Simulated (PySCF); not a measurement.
# One molecule, several mistakes: B2H7Si2

All numbers below are calculated, not measured. The program is PySCF 2.14.0, an open-source quantum chemistry code, run on an isolated molecule that a program drew, which may never have been made. The molecule is B2H7Si2 (charge 0, doublet), drawn as the SMILES string `[SiH2]BB[SiH3]`.

Each row is a Hartree-Fock (HF) and frozen-core CCSD(T) single point in the cc-pV(D+d)Z basis, meant for a local HF minimum. Run 1 is clean. Each other run has one planted mistake out of seven kinds, and not every kind appears here: one electron removed, one electron added, multiplicity raised by two, geometry at a saddle point, minimal basis STO-3G, one bond length entered in bohr, all coordinates scaled. The reference is restricted for singlets and unrestricted otherwise, and also for a bond in bohr. Adding or removing an electron swaps singlet and doublet. Electrons count all cores. HOMO and LUMO are orbital energies over both spins, the gradient is its largest component, and the lowest frequency (negative if imaginary) is given only where the gradient is small. Bond lengths are over the 10 bonds as drawn. T1 is the CCSD diagnostic: over 0.02 (restricted) or 0.045 (unrestricted) a single reference is doubtful.

Geometry of the clean run:
```xyz
11
B2H7Si2, angstrom
Si   -1.5718   -1.8136   -0.0206
B    -0.5887   -0.1794    0.5113
B    -0.1245    0.1925    2.0708
Si   -1.3115    1.1083    3.4637
H    -1.6414   -2.2241   -1.4386
H    -1.6623   -2.9869    0.8755
H    -0.3962    0.6201   -0.3684
H     0.9896   -0.0807    2.4394
H    -1.5375    0.1651    4.5907
H    -2.6379    1.5237    2.9431
H    -0.6270    2.3153    3.9943
```

| run | electrons | basis functions | <S^2> | HOMO (eV) | LUMO (eV) | gradient (hartree/bohr) | lowest frequency (cm^-1) | mean bond (Å) | longest bond (Å) | T1 | HF (hartree) | CCSD(T) (hartree) | mistake |
|---|---|---|---|---|---|---|---|---|---|---|---|---|---|
| 1 | 45 | 109 | 0.767 | -8.43 | 0.53 | 2.8e-05 | 47 | 1.5518 | 2.046 | 0.0186 | -631.22677 | -631.66271 | no fault |
| 2 | 45 | 109 | 0.764 | -8.46 | 0.57 | 5.3e-02 | - | 1.4339 | 1.891 | 0.0179 | -631.16824 | -631.60393 | all coordinates scaled |
| 3 | 44 | 109 | 0.000 | -15.12 | -6.72 | 3.5e-02 | - | 1.5518 | 2.046 | 0.0241 | -630.94878 | -631.37002 | one electron removed |
| 4 | 45 | 35 | 0.762 | -5.70 | 5.44 | 2.8e-02 | - | 1.5518 | 2.046 | 0.0163 | -623.92742 | -624.12902 | minimal basis STO-3G |
| 5 | 46 | 109 | 0.000 | -1.14 | 5.83 | 3.5e-02 | - | 1.5518 | 2.046 | 0.0229 | -631.23488 | -631.71610 | one electron added |
| 6 | 45 | 109 | 3.788 | -7.17 | -1.51 | 3.5e-02 | - | 1.5518 | 2.046 | 0.0360 | -631.10333 | -631.53528 | ? |

**Which mistake was planted in run 6, and what did it cost?**

Electrons, basis and geometry are unchanged, and <S^2> is 3.788, beside S(S+1) = 3.75 for a multiplicity of 4. So the mistake is: multiplicity raised by two. Subtracting run 1 and multiplying by 627.51 kcal/mol a hartree, the energy moved by 77.5 kcal/mol in HF and 80.0 kcal/mol in CCSD(T).

Cautions from the logs. Run 3: T1 is over the limit, so its CCSD(T) energy is less reliable; run 5: T1 is over the limit, so its CCSD(T) energy is less reliable.
